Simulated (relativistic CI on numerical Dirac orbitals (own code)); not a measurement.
## Slater and spin-orbit integrals, Cs⁵¹⁺

Method of calculation: Dirac-Coulomb-Breit CI, orbitals from a KLI potential per configuration, model QED, unscaled Slater integrals (own radial code, finite nucleus).

Slater integrals F^k, G^k are unscaled and averaged over j, outside the closed core 1s2; ζ comes from projecting the Hamiltonian with its Breit term on Σ l·s of the shell.

- 2s 2p: G^1(2s,2p) = 1.0939e+06, ζ(2p) = 2.1347e+06 cm⁻¹; <r>(2s) = 0.1056, <r^2>(2s) = 0.01313, <r>(2p) = 0.0913, <r^2>(2p) = 0.01009 (bohr units).
- 2p2: F^2(2p,2p) = 1.0399e+06, ζ(2p) = 2.1264e+06 cm⁻¹; <r>(2p) = 0.09141, <r^2>(2p) = 0.01011 (bohr units).
- 2p 3s: ζ(2p) = 2.1597e+06, G^1(2p,3s) = 112850 cm⁻¹; <r>(2p) = 0.09101, <r^2>(2p) = 0.01003, <r>(3s) = 0.2438, <r^2>(3s) = 0.06778 (bohr units).

Averages of the first 10 configurations, taken without configuration mixing, which lowers the lowest level and can move excited configurations by several eV; other configurations of the list can lie among them:

```json
{"Configuration": "2s2", "Parity": "even", "States": "1", "Average energy above the lowest level (eV)": "10.0"}
{"Configuration": "2s 2p", "Parity": "odd", "States": "12", "Average energy above the lowest level (eV)": "393.5"}
{"Configuration": "2p2", "Parity": "even", "States": "15", "Average energy above the lowest level (eV)": "822.1"}
{"Configuration": "2p 3s", "Parity": "odd", "States": "12", "Average energy above the lowest level (eV)": "6040.1"}
{"Configuration": "2p 3p", "Parity": "even", "States": "36", "Average energy above the lowest level (eV)": "6160.6"}
{"Configuration": "2s 3s", "Parity": "even", "States": "4", "Average energy above the lowest level (eV)": "5641.1"}
{"Configuration": "2s 3p", "Parity": "odd", "States": "12", "Average energy above the lowest level (eV)": "5765.4"}
{"Configuration": "2s 3d", "Parity": "even", "States": "20", "Average energy above the lowest level (eV)": "5852.0"}
{"Configuration": "2s 4s", "Parity": "even", "States": "4", "Average energy above the lowest level (eV)": "7573.3"}
{"Configuration": "2s 4p", "Parity": "odd", "States": "12", "Average energy above the lowest level (eV)": "7624.8"}
```
